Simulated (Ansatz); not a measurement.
Ansatz (a quantum-chemistry and plane-wave program) input (RI-MP2/def2-TZVPP):
A basis named .json is the Basis Set Exchange file of that set.

Ansatz 0.2 input:
```yaml
crystal:
  periodic: [false, false, false]
  atoms:
    - {symbol: Ge, position_ang: [0.45031041, 0.44393230, -0.32386016]}
    - {symbol: O, position_ang: [-0.85024685, 1.29591660, -0.93438139]}
    - {symbol: Cl, position_ang: [-0.44752695, -1.44548037, 1.04932800]}
basis:
  gaussian:
    orbitals: def2-TZVPP
    fitting: {mean_field: def2-universal-jkfit, correlation: def2-TZVPP-RIFIT.json}
total_charge: -1
magnetization: {spin_polarized: false}
correlation: {method: mp2, electrons: outside_noble_gas}
```

End of the output:

```
integrals: 0.05 GiB planned
471 factors; integrals over basis functions are off by at most 1.4e0 eV
358 factors; integrals over basis functions are off by at most 1.3e2 eV
mean field: 0.34 GiB planned
mean field evaluation 1: about -71016.0440 eV, gradient 2.7e1 eV
mean field evaluation 2: about -71016.2330 eV, gradient 2.9e1 eV
mean field evaluation 4: about -71017.7633 eV, gradient 9.5e-1 eV
mean field evaluation 8: about -71017.7687 eV, gradient 1.4e-6 eV
mean field -71017.76870722 eV, -2609.8548624178 hartree, gradient 1.4e-6 eV, S^2 0.000000; 0 other end points of the search recorded, 0 dependent functions left out
20 core orbitals not correlated
reference -71017.76870722 eV, -2609.8548624178 hartree; 9, 9 occupied and 92, 92 virtual orbitals, 358 factors
second order -14.87618957 eV of doubles, -0.00000000 eV of singles
Total energy: -71032.64489679 eV, -2610.4015523012 hartree
```
